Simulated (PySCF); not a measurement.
# Sr³⁴⁺: ionisation energy

Sr³⁴⁺ [He] 2s2 (1S) → Sr³⁵⁺ [He] 2s1 (2S), as a difference of total energies. Computed with PySCF 2.14 in an uncontracted even-tempered set (19 s from 13 bohr⁻², ratio 2.2; 8 p from 19 bohr⁻², ratio 2.4; 5 d from 58 bohr⁻², ratio 2.4; 5 f from 87 bohr⁻², ratio 2.4; 4 g from 130 bohr⁻², ratio 2.4), with the spin-free X2C one-electron Hamiltonian (Gaussian nucleus). Correlated levels: nothing frozen; virtual orbitals above 40 to 60 times the deepest correlated orbital energy dropped. The calculations carry no spin-orbit coupling.

| method | ionisation energy (eV) |
| --- | --- |
| UHF | 4460.7 |
| LDA | 4458.3 |
| PBE | 4465.1 |
| PBE0 | 4464.3 |
| r2SCAN | 4459.8 |
| B2PLYP | 4464.7 |
| BHandHLYP | 4463.2 |
| MP2 (all electrons) | 4466.3 |
| SCS-MP2 (all electrons) | 4467.4 |

**Question.** How much does correlation contribute at MP2 (all electrons)?

**Answer.** 4466.3 − (4460.7) = 5.6 eV, measured against UHF.

For this ion Breit and QED terms and the two-electron picture change, all absent here, outweigh the differences among the correlated methods.

For comparison: 4465 ± 4 eV (semi-empirical (NIST evaluation); NIST Atomic Spectra Database, ionization energies).
